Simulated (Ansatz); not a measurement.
Cost and result up the ladder for the cluster Ge₄H₅ (9 atoms). Total charge 0; doublet. Geometry: r2SCAN-D4/def2-SVP.

```xyz
9

Ge   -0.5474    0.1069   -2.0533
Ge   -0.6769    0.2213    1.5320
Ge    0.4023    1.4619   -0.2599
Ge   -0.4110   -1.4694   -0.1958
H     0.2884   -0.1529   -3.3348
H    -2.1354    0.6311    1.7697
H     1.1046   -1.8630   -0.1283
H     1.9047    1.0211   -0.1913
H     0.0707    0.0429    2.8617
```

Ansatz on 4 threads of Arm Neoverse V1 on a shared host. Times are rough, and most runs start from the orbitals of an earlier one. PBE0-D4/def2-TZVP serves as the yardstick here, not as an exact answer. Binding counts from free atoms at the same level (Ge triplet, H doublet; other spins of the atoms weren't run), without zero-point energy or a counterpoise term.

Another isomer (doublet) lies 0.12 eV lower at PBE0-D4/def2-TZVP; other spin states weren't run for this one.

Run but left out: MP2/def2-TZVP (⟨S²⟩ 1.28, where a pure state has 0.75).

| level | functions | wall time | binding energy per atom (eV) | difference from PBE0-D4/def2-TZVP (eV) |
| --- | --- | --- | --- | --- |
| LDA (SPW92)/def2-TZVP | 222 | 3 s | 2.97 | 0.43 |
| PBE-D4/def2-TZVP (with forces) | 222 | 7 s | 2.57 | 0.03 |
| PBE0-D4/def2-TZVP | 222 | 13 s | 2.54 | 0.00 |
| r2SCAN-D4/def2-TZVP | 222 | 15 s | 2.60 | 0.06 |
